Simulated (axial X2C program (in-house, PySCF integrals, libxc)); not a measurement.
Worked dissociation energy of ReN: TPSS, 2c

All values were computed with an in-house all-electron X2C program for linear molecules (integrals from PySCF). Two-component (2c) means X2C with spin–orbit coupling and atomic mean-field two-electron Coulomb and Gaunt terms. Basis: Re dyall-cv3z [13s14p9d7f4g], N dyall-av3z [7s7p3d2f] (cores contracted in-house); Gaussian nuclei, density fitting, unrestricted open shells. Masses: Re 186.956 u, N 14.003 u.

Molecular state: Ω = 1 (⟨Sz⟩ = 0.99, ⟨Lz⟩ = 0.01 at TPSS).

* E(Re) (2M_J = 5): -16692.518344 hartree
* E(N) (2M_J = 3): -54.642745 hartree
* E(ReN) at Re: -16747.379209 hartree
* ωe: 1160.9 cm⁻¹
* ωexe: 4.72 cm⁻¹

(1) Work out De and D0.

The state is one determinant whose occupation by symmetry is held fixed; it was picked as the lowest of a PBE0 search that is not exhaustive. Dissociation energies refer to the lowest single-determinant-based atoms at the same level and basis. Density functionals use the spin component along the axis (collinear). Other states lie close and PBE0, whose exact exchange favours high spin, may order them wrongly; the determinant shown need not be the ground state. The nearest other 2c determinant of the search, Ω = 0, lies 0.25 eV up at the distance of the search. With several unpaired electrons one determinant need not be a pure state. Open-shell Ω = 0 determinants with evenly filled partner blocks cannot be reached by this program, so the Ω shown need not be the lowest component. The determinant is spin-polarised beyond a pure state at some levels (its spin-free form has ⟨S²⟩ too high), which makes Re and μ there less reliable.

Each atomic determinant is the lowest at this level and need not be a pure J level. Totals compare only within one Hamiltonian and basis.

Results:

(1) De = -16692.518344 + (-54.642745) − (-16747.379209) = 0.21812 hartree = 5.935 eV. The zero-point energy is ωe/2 − ωexe/4 = 579 cm⁻¹ = 0.072 eV, so D0 = 5.864 eV.
